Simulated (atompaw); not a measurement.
## Before and after: PAW (atompaw) potential for chlorine (Cl)

Cl (Z = 17), PAW, made with atompaw 4.2.0.5 (PBE, scalar-relativistic). Core [Ne], reference 3s2 3p3 (charge +2). Waves: 3s (bound): rc 1.45 bohr; 3s channel at -2.65 Ry: rc 1.45 bohr; 3p (bound): rc 1.20 bohr; 3p channel at -1.7 Ry: rc 1.20 bohr. Local part: bessel scheme, radius 1.15 bohr. Core correction: smooth core density matched at 0.95 bohr. Augmentation charge: sinc compensation charge, radius 1.05 bohr; PAW radius 1.45 bohr; waves and projectors: custom rrkj vanderbiltortho.

All-electron outer shells of the reference configuration (PBE, scalar-relativistic, ld1.x):

| shell | level (eV) | outermost node (bohr) | outermost maximum (bohr) |
| --- | --- | --- | --- |
| 3s | -44.92 | 0.55 | 1.24 |
| 3p | -31.68 | 0.53 | 1.36 |

Change: augmentation sinc compensation charge, radius 1.05 bohr; PAW radius 1.45 bohr; waves and projectors: custom polynom vanderbiltortho.

Cutoffs: the cutoffs (Ry, on a coarse ladder) from which the occupation-weighted sum of valence levels, in a spherical-Bessel basis at the reference potential, stays within 10 and 1 mRy of its value at 400 Ry; they do not see the model core or the augmentation charge, which bear on the density cutoff.

What does the change do?

The potential gets harder (15 Ry and 40 Ry → 35 Ry and 55 Ry); neither file shows a bound ghost.

```csv
quantity,base,changed
"cutoff, loose",15 Ry,35 Ry
"cutoff, tight",40 Ry,55 Ry
loose cutoff by channel (10 mRy a level),"s 8 Ry, p 15 Ry","s 18 Ry, p 15 Ry"
bound ghosts,none,none
s: phases at 1.45 bohr within 0.05 rad from the reference energy up to (Ry; the scan ends near 5),to the end of the scan,to the end of the scan
p: phases at 1.45 bohr within 0.05 rad from the reference energy up to (Ry; the scan ends near 5),to the end of the scan,4.1
lowest overlap eigenvalue by channel,"s 0.44, p 0.75","s 0.22, p 0.70"
```

 The cutoffs see the waves, projectors and local potential, not the compensation charge or the core.
